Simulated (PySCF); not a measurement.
`InChI=1S/C5H9FOSi/c1-2-5-3-7-8(6)4-5/h2,5,8H,1,3-4H2/t5-,8+/m1/s1`

Geometry:
| atom | x (Å) | y (Å) | z (Å) |
| --- | --- | --- | --- |
| C1 | 2.750 | 0.341 | -0.156 |
| C2 | 1.581 | -0.180 | -0.479 |
| C3 | 0.297 | 0.117 | 0.223 |
| C4 | -0.359 | -1.158 | 0.786 |
| O5 | -1.736 | -0.934 | 0.998 |
| Si6 | -2.366 | 0.305 | 0.159 |
| F7 | -3.486 | -0.249 | -0.858 |
| C8 | -0.744 | 0.764 | -0.709 |
| H9 | 2.857 | 1.026 | 0.669 |
| H10 | 3.649 | 0.108 | -0.702 |
| H11 | 1.500 | -0.863 | -1.316 |
| H12 | 0.479 | 0.797 | 1.060 |
| H13 | 0.088 | -1.447 | 1.741 |
| H14 | -0.248 | -1.988 | 0.081 |
| H15 | -3.034 | 1.245 | 1.028 |
| H16 | -0.694 | 0.304 | -1.699 |
| H17 | -0.541 | 1.823 | -0.835 |

Computed with PySCF, TDDFT CAM-B3LYP/def2-SVPD circular dichroism and optical rotation, one conformer, gas phase. Geometry: GFN2-xTB.

The molecule is flexible and this is one conformer; a measurement averages over conformers.

Q: What are the CIP labels of the stereocentres?

A: C3 R, Si6 R.

Q: Which excitations and rotatory strengths does the calculation give?

A: Rotatory strengths R in 10⁻⁴⁰ esu² cm², velocity form and length form (origin at the centre of mass); f in length form.
```tsv
state	E (eV)	λ (nm)	f	R (velocity)	R (length)	main
1	7.35	169	0.505	+6.2	+10.1	HOMO→LUMO 0.81, HOMO→LUMO+1 0.12
2	7.44	167	0.114	-28.1	-32.0	HOMO→LUMO+1 0.63, HOMO→LUMO+3 0.12
3	7.70	161	0.006	+11.3	+10.9	HOMO→LUMO+2 0.54, HOMO→LUMO+3 0.20
4	7.82	158	0.012	+0.9	-0.4	HOMO−1→LUMO 0.46, HOMO−2→LUMO 0.11
5	7.98	155	0.004	-2.9	-4.1	HOMO→LUMO+5 0.44, HOMO−1→LUMO+1 0.11
6	8.07	154	0.013	-7.3	-7.3	HOMO−1→LUMO+3 0.23, HOMO−1→LUMO+4 0.20
7	8.10	153	0.007	+8.8	+8.9	HOMO→LUMO+4 0.15, HOMO→LUMO+5 0.12
8	8.23	151	0.005	-13.5	-9.6	HOMO−1→LUMO+1 0.40, HOMO→LUMO+4 0.19
9	8.27	150	0.0007	-9.6	-10.6	HOMO−2→LUMO 0.30, HOMO−1→LUMO 0.29
10	8.47	146	0.007	+1.6	+2.0	HOMO−1→LUMO+2 0.20, HOMO→LUMO+3 0.15
11	8.59	144	0.025	-35.3	-31.9	HOMO−1→LUMO+2 0.28, HOMO→LUMO+4 0.16
12	8.75	142	0.051	-15.4	-15.3	HOMO→LUMO+6 0.51, HOMO−2→LUMO+1 0.09
```

For state 4 the two forms differ in sign, so the sign of R isn't settled.

Among the states computed, the strongest CD band (largest |R|) is state 11. The largest dissymmetry factor in size, g = 4R/(D+G), with D and G the electric and magnetic dipole strengths, is -0.14 for state 9 (velocity form, f = 0.0009), among bands with |R| over 0.5. The mirror image has the same energies and oscillator strengths and all R with the opposite sign.
